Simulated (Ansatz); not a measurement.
The cluster Ge4O10H4. Total charge 0; singlet. Geometry PBE-D4/def2-SVP.

```xyz
18

Ge    0.464   -1.505   -2.323
Ge    1.328    0.625    1.026
Ge   -1.144   -0.270   -0.696
Ge   -0.896    2.283    1.308
O    -1.992    3.503    1.238
O    -2.451   -0.247    0.606
O     0.412   -0.738    1.887
O    -0.046   -1.713   -0.544
O    -0.222    1.209   -0.153
O    -1.064   -0.379   -2.467
O     2.663    0.311    0.083
O     0.700    1.969    2.088
O     2.013   -0.707   -2.365
O    -1.857    0.380    1.788
H     2.270   -0.273   -1.479
H     0.480   -1.531    1.295
H     0.346   -2.691   -3.287
H    -1.003   -0.228    1.995
```

The structure holds one bond between oxygen atoms, so isomers without such links may lie far lower. The structure comes from a short search, and lower isomers may exist.

Q: Estimate the orbital energies around the gap (eV) in Ansatz with PBE-D4/def2-SVP, r2SCAN-D4/def2-SVP, PBE0-D4/def2-SVP.

A: 
```json
{"orbital": "HOMO−9", "PBE-D4/def2-SVP": "-8.62", "r2SCAN-D4/def2-SVP": "-9.12", "PBE0-D4/def2-SVP": "-10.44"}
{"orbital": "HOMO−8", "PBE-D4/def2-SVP": "-8.59", "r2SCAN-D4/def2-SVP": "-9.12", "PBE0-D4/def2-SVP": "-10.39"}
{"orbital": "HOMO−7", "PBE-D4/def2-SVP": "-8.40", "r2SCAN-D4/def2-SVP": "-8.94", "PBE0-D4/def2-SVP": "-10.26"}
{"orbital": "HOMO−6", "PBE-D4/def2-SVP": "-8.34", "r2SCAN-D4/def2-SVP": "-8.84", "PBE0-D4/def2-SVP": "-10.13"}
{"orbital": "HOMO−5", "PBE-D4/def2-SVP": "-8.12", "r2SCAN-D4/def2-SVP": "-8.63", "PBE0-D4/def2-SVP": "-9.96"}
{"orbital": "HOMO−4", "PBE-D4/def2-SVP": "-7.87", "r2SCAN-D4/def2-SVP": "-8.35", "PBE0-D4/def2-SVP": "-9.64"}
{"orbital": "HOMO−3", "PBE-D4/def2-SVP": "-7.37", "r2SCAN-D4/def2-SVP": "-7.78", "PBE0-D4/def2-SVP": "-8.98"}
{"orbital": "HOMO−2", "PBE-D4/def2-SVP": "-7.18", "r2SCAN-D4/def2-SVP": "-7.60", "PBE0-D4/def2-SVP": "-8.79"}
{"orbital": "HOMO−1", "PBE-D4/def2-SVP": "-7.07", "r2SCAN-D4/def2-SVP": "-7.49", "PBE0-D4/def2-SVP": "-8.72"}
{"orbital": "HOMO", "PBE-D4/def2-SVP": "-7.02", "r2SCAN-D4/def2-SVP": "-7.46", "PBE0-D4/def2-SVP": "-8.67"}
{"orbital": "LUMO", "PBE-D4/def2-SVP": "-4.27", "r2SCAN-D4/def2-SVP": "-4.19", "PBE0-D4/def2-SVP": "-3.32"}
{"orbital": "LUMO+1", "PBE-D4/def2-SVP": "-3.69", "r2SCAN-D4/def2-SVP": "-3.57", "PBE0-D4/def2-SVP": "-2.80"}
{"orbital": "LUMO+2", "PBE-D4/def2-SVP": "-2.28", "r2SCAN-D4/def2-SVP": "-2.07", "PBE0-D4/def2-SVP": "-1.17"}
{"orbital": "LUMO+3", "PBE-D4/def2-SVP": "-1.99", "r2SCAN-D4/def2-SVP": "-1.78", "PBE0-D4/def2-SVP": "-0.88"}
{"orbital": "LUMO+4", "PBE-D4/def2-SVP": "-1.67", "r2SCAN-D4/def2-SVP": "-1.44", "PBE0-D4/def2-SVP": "-0.81"}
{"orbital": "LUMO+5", "PBE-D4/def2-SVP": "-1.26", "r2SCAN-D4/def2-SVP": "-0.99", "PBE0-D4/def2-SVP": "-0.24"}
```
